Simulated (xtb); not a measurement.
C₃H₇NOSi, SMILES C#CCN[SiH2]O. All values are semi-empirical tight-binding results from xtb (GFN2-xTB unless named), good for trends rather than for accurate numbers. Geometry optimised at GFN2-xTB. This is a generated structure with no PubChem entry under its InChIKey; it may be hypothetical. One conformer was computed; it need not be the lowest.

Question: Estimate the properties. (The exact figures need the calculation; the answer reports its results.)

Answer: 
The orbital gap comes out as 5.47 eV. The dipole moment is 1.18 D and the zero-point energy is 57.6 kcal/mol. The G − E(el) at 298.15 K (modified RRHO) is 37.0 kcal/mol, the static polarisability (D4 model) is 76.5 bohr³ and the solvation energy, GFN2-xTB/ALPB(water) is -5.0 kcal/mol. The solvation energy, GFN2-xTB/ALPB(hexane) comes out as -4.4 kcal/mol.
